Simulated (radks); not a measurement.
Species: Tm2+. Configuration: [Xe] 4f13. Calculated with a radial shooting solver on a logarithmic mesh with Libxc functionals: scalar-relativistic Kohn-Sham, BLYP, spin-polarised, spherical densities, finite nucleus; open shells are filled with parallel spins first (spin-orbit coupling, left out, can overturn this in heavy ions); Fermi nuclear charge, rms radius 5.2256 fm. Some entries of the table are withheld. Estimate them.

| orbital | occ. | eigenvalue (hartree) | <1/r> (bohr^-1) |
|---|---|---|---|
| 1s up | 1 | -2179.105 | 79.07 |
| 1s down | 1 | -2179.105 | 79.07 |
| 2s up | 1 | -368.1085 | 18.42 |
| 2s down | 1 | -368.1081 | 18.42 |
| 2p up | 3 | -325.1404 | 16.97 |
| 2p down | 3 | -325.1401 | 16.97 |
| 3s up | 1 | -83.13669 | 6.800 |
| 3s down | 1 | -83.12061 | 6.801 |
| 3p up | 3 | -70.12201 | 6.342 |
| 3p down | 3 | -70.10595 | 6.343 |
| 3d up | 5 | -54.03589 | 6.009 |
| 3d down | 5 | -54.02361 | 6.010 |
| 4s up | 1 | -16.80658 | 2.873 |
| 4s down | 1 | -16.77280 | 2.873 |
| 4p up | 3 | -12.52923 | 2.625 |
| 4p down | 3 | -12.49610 | 2.625 |
| 4d up | 5 | (1) | 2.319 |
| 4d down | 5 | (2) | 2.318 |
| 5s up | 1 | -2.50152 | (3) |
| 5s down | 1 | -2.48645 | (4) |
| 5p up | 3 | (5) | 0.8912 |
| 5p down | 3 | (6) | 0.8881 |
| 4f up | 7 | -0.65458 | 1.695 |
| 4f down | 6 | -0.62666 | 1.686 |

Answer. 
(1) 4d up eigenvalue (hartree): -6.84664
(2) 4d down eigenvalue (hartree): -6.81430
(3) 5s up <1/r> (bohr^-1): 1.079
(4) 5s down <1/r> (bohr^-1): 1.077
(5) 5p up eigenvalue (hartree): -1.52415
(6) 5p down eigenvalue (hartree): -1.51350
